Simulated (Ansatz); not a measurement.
Consider the redistribution: `CB[SiH](F)F` + `CC[SiH2][SiH3]` → `CB[SiH2]CC` + `F[SiH](F)[SiH3]`.

Gas-phase electronic energies from Ansatz, PBE0-D4/def2-TZVP geometries. CCSD(T)/CBS adds triple-zeta CCSD(T) − MP2 to the extrapolated MP2 energy (def2 sets, frozen cores). DFT in def2-TZVPP. B3LYP here is the variant with VWN-RPA as its local correlation; programs differ in this. Each species was taken in one conformer, which may not be the lowest.

Is it downhill or uphill in electronic energy at CCSD(T)/CBS, and by how much? (Best estimate.)

Ansatz gave: Uphill: ΔE = +2.3 kcal/mol.

What do these levels give: PBE-D4, r2SCAN-D4, B3LYP-D4, PBE, r2SCAN, MP2/def2-TZVPP, CCSD/def2-TZVPP, HF/def2-QZVPP, MP2/def2-QZVPP, HF/CBS(def2), MP2/CBS(def2), CCSD/CBS(def2)? (Best estimate.)

Ansatz gave: PBE-D4 2.1, r2SCAN-D4 2.2, B3LYP-D4 2.4, PBE 2.1, r2SCAN 2.2, MP2/def2-TZVPP 2.6, CCSD/def2-TZVPP 2.5, HF/def2-QZVPP 2.7, MP2/def2-QZVPP 2.5, HF/CBS(def2) 2.6, MP2/CBS(def2) 2.5, CCSD/CBS(def2) 2.3 kcal/mol.

Largest T1 diagnostic among the species: 0.013.
